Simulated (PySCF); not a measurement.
# A series of derivatives of C1C[SiH2]1

Parent skeleton `[CH2:1]1[CH2:2][SiH2:3]1`; one hydrogen on atom 1 is replaced by X. Hydrogens on one atom are averaged.

Computed data (PySCF 2.14.0 with density-fitted response routines): NMR shieldings at PBE0/pcSseg-1/GIAO, GFN2-xTB structure. No solvent model, non-relativistic, one computed conformer.

Scale: ¹³C, ²⁹Si, ¹H against TMS (reference shieldings calculated alike).

Parent (X = H): C1 -7.7, C2 -7.7, Si3 -160.4, H(C1) 0.52, H(C2) 0.52, H(Si3) 2.42 ppm. Effects are Δδ = δ(X) − δ(H), positive for deshielding.

**Question.** Order these by the shift of H(Si3), most shielded first.
A. X = 2-thienyl
B. X = NHCHO
C. X = OC2H5

**Answer.** C (+0.06 ppm), A (+0.34 ppm), B (+1.20 ppm).

**Question.** Order these by the shift of H(C2), most shielded first.
A. X = OC2H5
B. X = 2-thienyl
C. X = 2-pyridyl
D. X = C2H5
E. X = NHCHO

**Answer.** D (-0.07 ppm), E (+0.11 ppm), A (+0.50 ppm), B (+0.69 ppm), C (+1.10 ppm).

**Question.** Order these by the shift of C2, most shielded first.
A. X = CHCl2
B. X = CH=NH
C. X = 2-thienyl
D. X = OSiH3

**Answer.** B (+8.7 ppm), D (+11.5 ppm), A (+13.3 ppm), C (+16.7 ppm).
